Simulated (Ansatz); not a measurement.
C2H2, charge -1, doublet, at a GFN2-xTB geometry (a state made from the parent by changing its charge; the spin is typed, not shown lowest) (a gas-phase anion, which may not be bound at this level); Ansatz (an electronic-structure program) with B3LYP5/6-311G**.

Here is a job for Ansatz.
Ansatz 0.2 input:
```yaml
crystal:
  periodic: [false, false, false]
  atoms:
    - {symbol: C, position_ang: [-0.56204551, 0.17493404, -0.26216513]}
    - {symbol: C, position_ang: [0.63485961, -0.02704543, 0.10700208]}
    - {symbol: H, position_ang: [-1.59838304, -0.21079882, 0.03986737]}
    - {symbol: H, position_ang: [1.16149843, -0.67653281, 0.89111090]}
basis:
  gaussian:
    orbitals: 6-311G__.json
hamiltonian:
  xc: b3lyp5
total_charge: -1
magnetization: {spin_polarized: true, initial_magnetization: 1}
accuracy: high
```
The basis file holds 6-311G** in the JSON format of the Basis Set Exchange.

### Question
Predict the main parts of the log of this Ansatz run.

### Answer

```
Functional definition: B3LYP5
874 factors; integrals over basis functions are off by at most 3.3e-9 eV
mean field evaluation 1: about -2100.7031 eV, gradient 1.2e1 eV
mean field evaluation 2: about -2100.3983 eV, gradient 1.4e1 eV
mean field evaluation 4: about -2101.4485 eV, gradient 1.5e-1 eV
mean field evaluation 8: about -2101.4490 eV, gradient 1.4e-3 eV
mean field evaluation 16: about -2101.4490 eV, gradient 1.6e-6 eV
mean field -2101.44902296 eV, -77.2268271805 hartree, gradient 1.1e-8 eV, S^2 0.755542; 0 other end points of the search recorded, 0 dependent functions left out
reference -2101.44905473 eV, -77.2268283480 hartree; 8, 7 occupied and 40, 41 virtual orbitals, 874 factors
Total energy: -2101.44905473 eV, -77.2268283480 hartree
```
